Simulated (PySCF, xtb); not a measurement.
C3H9FSi, SMILES C[Si](C)(C)F.

Harmonic wavenumbers (cm⁻¹) from GFN2-xTB run with xtb 6.7.1 at its own minimum, in rising order: 76, 94, 95, 157, 157, 194, 227, 227, 625, 753, 753, 753, 784, 799, 799, 869, 869, 882, 1379, 1379, 1381, 1478, 1481, 1481, 1484, 1484, 1487, 3039, 3040, 3040, 3042, 3045, 3045, 3051, 3051, 3053.

What does B3LYP-D3(BJ)/def2-SVP (PySCF) give at its own minimum? (An estimate is asked for; the answer gives what the named calculation found.)

133, 156, 156, 190, 190, 230, 271, 271, 606, 675, 691, 691, 766, 766, 787, 865, 865, 924, 1275, 1275, 1281, 1423, 1429, 1429, 1436, 1436, 1446, 3027, 3027, 3029, 3115, 3115, 3117, 3122, 3123, 3123. Paired by order, the mean absolute difference is 49 cm⁻¹ and the zero-point energies are 70.8 and 70.7 kcal/mol.
